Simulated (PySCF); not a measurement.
C₄H₄O, SMILES o1cccc1. The structure is a stationary point at PBE-D3(BJ)/def2-SVP.

These are PBE-D3(BJ)/def2-SVP (PySCF) values and carry that method's errors.

Harmonic wavenumbers (cm⁻¹): 598, 618, 705, 727, 817, 860, 861, 862, 985, 1025, 1082, 1139, 1195, 1234, 1392, 1479, 1557, 3184, 3195, 3213, 3219. Rotational constants (GHz): 9.391, 9.122, 4.627; symmetry number 2.

Task: Work out the zero-point energy and the ideal-gas rigid-rotor harmonic-oscillator thermochemistry at 298.15 K and 1 atm.

Result: ZPE = ½ Σ hcν = ½ × 29950 cm⁻¹ = 179.14 kJ/mol. H − E(el) = 191.56 kJ/mol. Entropy in J/(mol K): translation 161.38, rotation 95.53, vibration 10.68, total 267.60. G − E(el) = 111.78 kJ/mol. Cp = 66.09 J/(mol K).
